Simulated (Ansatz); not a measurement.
Ansatz (a first-principles code) input (HF/LANL2DZ): The .json file is the Basis Set Exchange's LANL2DZ.

Ansatz 0.2 input:
```yaml
crystal:
  periodic: [false, false, false]
  atoms:
    - {symbol: Hg, position_ang: [-0.02102989, -0.40239092, -0.51649468]}
    - {symbol: Br, position_ang: [-0.21507631, 2.36828935, -0.88679271]}
    - {symbol: Br, position_ang: [0.26314464, -1.44853868, 2.06735197]}
basis:
  gaussian:
    orbitals: LANL2DZ.json
hamiltonian:
  xc: {name: HF}
total_charge: -1
magnetization: {spin_polarized: true, initial_magnetization: 1}
phonons: {temperatures: {t_min: 298.15, t_max: 298.15, t_step: 100}}
```

Output:

```
WARN ansatz: RAYON_NUM_THREADS=1 ignored (pool sized by the plan → 1); use --threads N
Functional definition: HF
integrals: 0.00 GiB planned
571 factors; integrals over basis functions are off by at most 9.5e-5 eV
mean field: 0.09 GiB planned
mean field evaluation 1: about -1833.2421 eV, gradient 5.9e0 eV
mean field evaluation 2: about -1833.4518 eV, gradient 6.1e0 eV
mean field evaluation 4: about -1834.0291 eV, gradient 1.2e0 eV
mean field evaluation 8: about -1834.0924 eV, gradient 1.9e-1 eV
mean field -1834.09405853 eV, -67.4017134574 hartree, gradient 3.1e-5 eV, S^2 0.763637; 0 other end points of the search recorded, 0 dependent functions left out
the calculation of the forces begins
reference -1834.09405853 eV, -67.4017134574 hartree; 14, 13 occupied and 20, 21 virtual orbitals, 571 factors
these checks for a lower state are left out or cut short: stability, starts, cluster_reference, orbital_swaps, neighbouring_geometries, increment
integrals: 0.00 GiB planned
571 factors; integrals over basis functions are off by at most 9.5e-5 eV
mean field: 0.09 GiB planned
mean field evaluation 16: about -1833.7903 eV, gradient 8.7e-1 eV
mean field -1834.09405059 eV, -67.4017131657 hartree, gradient 1.6e-6 eV, S^2 0.763630; 0 other end points of the search recorded, 0 dependent functions left out
the calculation of the forces begins
reference -1834.09405059 eV, -67.4017131657 hartree; 14, 13 occupied and 20, 21 virtual orbitals, 571 factors
these checks for a lower state are left out or cut short: stability, starts, cluster_reference, orbital_swaps, neighbouring_geometries, increment
integrals: 0.00 GiB planned
571 factors; integrals over basis functions are off by at most 9.5e-5 eV
mean field: 0.09 GiB planned
mean field evaluation 32: about -1834.0940 eV, gradient 2.3e-2 eV
mean field -1834.09404825 eV, -67.4017130795 hartree, gradient 1.6e-6 eV, S^2 0.763643; 0 other end points of the search recorded, 0 dependent functions left out
the calculation of the forces begins
reference -1834.09404825 eV, -67.4017130795 hartree; 14, 13 occupied and 20, 21 virtual orbitals, 571 factors
these checks for a lower state are left out or cut short: stability, starts, cluster_reference, orbital_swaps, neighbouring_geometries, increment
integrals: 0.00 GiB planned
571 factors; integrals over basis functions are off by at most 9.5e-5 eV
mean field: 0.09 GiB planned
mean field -1834.09405906 eV, -67.4017134770 hartree, gradient 1.6e-6 eV, S^2 0.763629; 0 other end points of the search recorded, 0 dependent functions left out
the calculation of the forces begins
reference -1834.09405906 eV, -67.4017134770 hartree; 14, 13 occupied and 20, 21 virtual orbitals, 571 factors
these checks for a lower state are left out or cut short: stability, starts, cluster_reference, orbital_swaps, neighbouring_geometries, increment
integrals: 0.00 GiB planned
571 factors; integrals over basis functions are off by at most 9.5e-5 eV
mean field: 0.09 GiB planned
mean field -1834.09405657 eV, -67.4017133853 hartree, gradient 1.6e-6 eV, S^2 0.763643; 0 other end points of the search recorded, 0 dependent functions left out
the calculation of the forces begins
reference -1834.09405657 eV, -67.4017133853 hartree; 14, 13 occupied and 20, 21 virtual orbitals, 571 factors
these checks for a lower state are left out or cut short: stability, starts, cluster_reference, orbital_swaps, neighbouring_geometries, increment
integrals: 0.00 GiB planned
571 factors; integrals over basis functions are off by at most 9.5e-5 eV
mean field: 0.09 GiB planned
mean field evaluation 64: about -1833.7903 eV, gradient 8.7e-1 eV
mean field -1834.09405426 eV, -67.4017133004 hartree, gradient 1.6e-6 eV, S^2 0.763623; 0 other end points of the search recorded, 0 dependent functions left out
the calculation of the forces begins
reference -1834.09405426 eV, -67.4017133004 hartree; 14, 13 occupied and 20, 21 virtual orbitals, 571 factors
these checks for a lower state are left out or cut short: stability, starts, cluster_reference, orbital_swaps, neighbouring_geometries, increment
integrals: 0.00 GiB planned
571 factors; integrals over basis functions are off by at most 9.5e-5 eV
mean field: 0.09 GiB planned
mean field -1834.09404965 eV, -67.4017131310 hartree, gradient 1.6e-6 eV, S^2 0.763649; 0 other end points of the search recorded, 0 dependent functions left out
the calculation of the forces begins
reference -1834.09404965 eV, -67.4017131310 hartree; 14, 13 occupied and 20, 21 virtual orbitals, 571 factors
Total energy: -1834.09405853 eV, -67.4017134574 hartree
Atom 0 at    -0.021030    -0.402391    -0.516495 Å, force     0.000027     0.000507     0.000651 eV/Å
Atom 1 at    -0.215076     2.368289    -0.886793 Å, force     0.000119    -0.001307     0.000490 eV/Å
Atom 2 at     0.263145    -1.448539     2.067352 Å, force    -0.000145     0.000800    -0.001141 eV/Å
Dipole moment:    -0.025405    -0.486108    -0.623952 e Å
Vibrations: 41.03 141.57 142.60 cm⁻¹, zero-point energy 0.020159 eV
```

The blocks after the first are displaced geometries, from whose forces the wavenumbers follow.

The dipole moment of an ion depends on the origin.
